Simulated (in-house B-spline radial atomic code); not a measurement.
Ionisation energies along the 19-electron series, configuration [Ar] 3d1, as differences of self-consistent energies. Dirac energy differences include first-order Breit, QED and recoil terms. NIST's values go from ground level to ground level; the uncertainty of those that are theory runs from under 0.1 % in few-electron ions to several per cent in heavy many-electron ones. Computed with a B-spline radial code for spherical atoms: Dirac-Hartree-Fock, average of the configuration, finite nuclei.

| ion | configuration after | ionisation energy (eV) | IE/(q+1)² (eV) | Breit and QED recoil part (eV) | tabulated value (eV) | tabulated kind | computed minus tabulated (eV) |
| --- | --- | --- | --- | --- | --- | --- | --- |
| Sc2+ | [Ne] 3s2 3p6 | 23.7 | 2.638 | 0.011032 | 24.75684 | measured | -1.0 |
| Ti3+ | [Ne] 3s2 3p6 | 42.2 | 2.6381 | 0.013788 | 43.26717 | measured | -1.1 |
| V4+ | [Ne] 3s2 3p6 | 64.2 | 2.5679 | 0.015548 | 65.28165 | measured | -1.1 |
| Cr5+ | [Ne] 3s2 3p6 | ? | ? | ? | ? | measured | ? |
| Mn6+ | [Ne] 3s2 3p6 | 118.1 | 2.4103 | 0.016503 | 119.203 | measured | -1.1 |
| Fe7+ | [Ne] 3s2 3p6 | ? | ? | ? | ? | measured | ? |
| Co8+ | [Ne] 3s2 3p6 | ? | ? | ? | ? | measured | ? |
| Ni9+ | [Ne] 3s2 3p6 | 222.9 | 2.2287 | 0.010896 | 224.7 | semi-empirical | -1.8 |
| Cu10+ | [Ne] 3s2 3p6 | 264.0 | 2.1822 | 0.006851 | 265.33 | measured | -1.3 |
| Zn11+ | [Ne] 3s2 3p6 | 308.3 | 2.1411 | 0.0015733 | 310.8 | semi-empirical | -2.5 |
| Ga12+ | [Ne] 3s2 3p6 | 355.7 | 2.1046 | -0.0050165 | 356 | tabulated theory | -0.3 |
| Ge13+ | [Ne] 3s2 3p6 | 406.1 | 2.072 | -0.013014 | 407 | tabulated theory | -0.9 |
| As14+ | [Ne] 3s2 3p6 | 459.6 | 2.0427 | -0.022523 | 460 | tabulated theory | -0.4 |

**Question.** Fill in the row of Cr5+.

**Answer.** ionisation energy (eV): 89.5; IE/(q+1)² (eV): 2.4868; Breit and QED recoil part (eV): 0.016458; tabulated value (eV): 90.6349; computed minus tabulated (eV): -1.1.

**Question.** Fill in the row of Fe7+.

**Answer.** ionisation energy (eV): 149.9; IE/(q+1)² (eV): 2.3418; Breit and QED recoil part (eV): 0.015642; tabulated value (eV): 151.06; computed minus tabulated (eV): -1.2.

**Question.** Fill in the row of Co8+.

**Answer.** ionisation energy (eV): 184.8; IE/(q+1)² (eV): 2.2816; Breit and QED recoil part (eV): 0.013798; tabulated value (eV): 186.14; computed minus tabulated (eV): -1.3.

Where a p, d or f electron is removed, the computed value is a mean over both j, so it misses the tabulated one by a part of the spin-orbit splitting; averaging over terms and missing correlation add to the gap, relatively most at low charge.
